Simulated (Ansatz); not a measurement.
Ge2H5Cl, closed shell: a relaxation.

in.yaml

```yaml
crystal:
  periodic: [false, false, false]
  atoms:
    - {symbol: Ge, position_ang: [0.060772, -0.632555, 1.310812]}
    - {symbol: Ge, position_ang: [-0.466308, 1.108570, -1.238591]}
    - {symbol: Cl, position_ang: [0.772692, -1.104132, -0.587854]}
    - {symbol: H, position_ang: [-0.967655, 0.487032, -2.600365]}
    - {symbol: H, position_ang: [0.929767, 1.760204, -1.929591]}
    - {symbol: H, position_ang: [-1.498458, -0.615709, 1.180070]}
    - {symbol: H, position_ang: [0.651643, 0.821218, 1.785896]}
    - {symbol: H, position_ang: [0.517547, -1.824628, 2.079522]}
basis:
  gaussian: {orbitals: def2-TZVP}
hamiltonian: {xc: pbe0, dispersion: d4}
relax: {f_tol: 0.005, max_steps: 200}
```

Command:

```bash
ansatz run in.yaml --threads 4 --pin off --events-out ev --progress --plain --max-ram 9574MiB
```

Output of Ansatz 0.2.0:

```
Functional definition: PBE0
  name "PBE0"
  cite "Adamo & Barone, J. Chem. Phys. 110, 6158 (1999) doi:10.1063/1.478522"
  cite "Perdew, Burke & Ernzerhof, Phys. Rev. Lett. 77, 3865 (1996) doi:10.1103/PhysRevLett.77.3865"
  parent pbe
  parameter a = 0.25
  parameter kappa = 0.804
  parameter beta = 0.06672455060314922
  exchange = (1 - a)*pbe_x(kappa = kappa, mu = beta*pi^2/3) + a*exact_x
  correlation = pbe_c(beta = beta)
1290 factors; their error is unknown
mean field evaluation 1: about -125620.3740 eV, gradient 2.2e1 eV
mean field evaluation 2: about -125620.6449 eV, gradient 2.2e1 eV
mean field evaluation 4: about -125621.0487 eV, gradient 5.9e-1 eV
mean field evaluation 8: about -125621.6276 eV, gradient 1.7e-1 eV
mean field evaluation 16: about -125621.6276 eV, gradient 1.7e-5 eV
mean field -125621.62758006 eV, -4616.5096641698 hartree, gradient 1.7e-5 eV, S^2 0.000000; 0 other end points of the search recorded, 0 dependent functions left out
the calculation of the forces begins
reference -125621.62761096 eV, -4616.5096653052 hartree; 43, 43 occupied and 120, 120 virtual orbitals, 1290 factors
relax step   1: F+E_penalty+E_count = -125621.79425728 eV  Δ(F+E_penalty+E_count) = +0.000e0 eV  max|allowed force component| = 2.154e0 eV/Å  Δτ_max = 0.0000 Å  (25 SCF iters, accepted)
relax step   2: F+E_penalty+E_count = -125622.17229199 eV  Δ(F+E_penalty+E_count) = -3.780e-1 eV  max|allowed force component| = 1.872e-1 eV/Å  Δτ_max = 0.1914 Å  (29 SCF iters, accepted)
relax step   3: F+E_penalty+E_count = -125622.18700394 eV  Δ(F+E_penalty+E_count) = -1.471e-2 eV  max|allowed force component| = 1.513e-1 eV/Å  Δτ_max = 0.0632 Å  (25 SCF iters, accepted)
relax step   4: F+E_penalty+E_count = -125622.19017803 eV  Δ(F+E_penalty+E_count) = -3.174e-3 eV  max|allowed force component| = 5.164e-2 eV/Å  Δτ_max = 0.0231 Å  (26 SCF iters, accepted)
relax step   5: F+E_penalty+E_count = -125622.19231255 eV  Δ(F+E_penalty+E_count) = -2.135e-3 eV  max|allowed force component| = 4.405e-2 eV/Å  Δτ_max = 0.0328 Å  (26 SCF iters, accepted)
relax step   6: F+E_penalty+E_count = -125622.18062902 eV  Δ(F+E_penalty+E_count) = +1.168e-2 eV  max|allowed force component| = 3.325e-1 eV/Å  Δτ_max = 0.0558 Å  (28 SCF iters, rejected (line search))
relax step   7: F+E_penalty+E_count = -125622.19304401 eV  Δ(F+E_penalty+E_count) = -7.315e-4 eV  max|allowed force component| = 1.167e-2 eV/Å  Δτ_max = 0.0279 Å  (27 SCF iters, accepted)
relax step   8: F+E_penalty+E_count = -125622.19324769 eV  Δ(F+E_penalty+E_count) = -2.037e-4 eV  max|allowed force component| = 3.125e-3 eV/Å  Δτ_max = 0.0228 Å  (26 SCF iters, accepted)
relax step   9: F+E_penalty+E_count = -125622.19332600 eV  Δ(F+E_penalty+E_count) = -7.831e-5 eV  max|allowed force component| = 9.783e-3 eV/Å  Δτ_max = 0.0265 Å  (26 SCF iters, accepted)
relax step  10: F+E_penalty+E_count = -125622.19334672 eV  Δ(F+E_penalty+E_count) = -2.072e-5 eV  max|allowed force component| = 7.340e-3 eV/Å  Δτ_max = 0.0065 Å  (23 SCF iters, accepted)
relax step  11: F+E_penalty+E_count = -125622.19338193 eV  Δ(F+E_penalty+E_count) = -3.521e-5 eV  max|allowed force component| = 3.929e-3 eV/Å  Δτ_max = 0.0209 Å  (25 SCF iters, accepted)
relax step  12: F+E_penalty+E_count = -125622.19337533 eV  Δ(F+E_penalty+E_count) = +6.606e-6 eV  max|allowed force component| = 8.341e-3 eV/Å  Δτ_max = 0.0068 Å  (24 SCF iters, rejected (line search))
relax step  13: F+E_penalty+E_count = -125622.19339317 eV  Δ(F+E_penalty+E_count) = -1.123e-5 eV  max|allowed force component| = 3.363e-3 eV/Å  Δτ_max = 0.0033 Å  (22 SCF iters, accepted)
Total energy: -125622.19342417 eV, -4616.5304585572 hartree
Atom 0 at     0.014398    -0.665150     1.433097 Å, force     0.002402     0.001335    -0.003363 eV/Å
Atom 1 at    -0.424795     1.301009    -1.416298 Å, force    -0.000110     0.000429     0.003077 eV/Å
Atom 2 at     0.747508    -0.893133    -0.624966 Å, force    -0.000445     0.000913     0.000914 eV/Å
Atom 3 at    -0.945814     0.482987    -2.674384 Å, force     0.000787    -0.000567    -0.001888 eV/Å
Atom 4 at     0.938959     1.684793    -2.135176 Å, force    -0.000737    -0.001170    -0.000631 eV/Å
Atom 5 at    -1.507669    -0.685769     1.327477 Å, force    -0.000540     0.000368     0.000832 eV/Å
Atom 6 at     0.589617     0.659696     1.925457 Å, force    -0.000822    -0.001620     0.000750 eV/Å
Atom 7 at     0.587796    -1.884431     2.164693 Å, force    -0.000535     0.000312     0.000308 eV/Å
Dipole moment:    -0.014695    -0.284459     0.686067 e Å

[the SCF lines of later steps are left out]
```

The run took about 84 s on 4 CPU threads of an Intel Xeon (shared host).
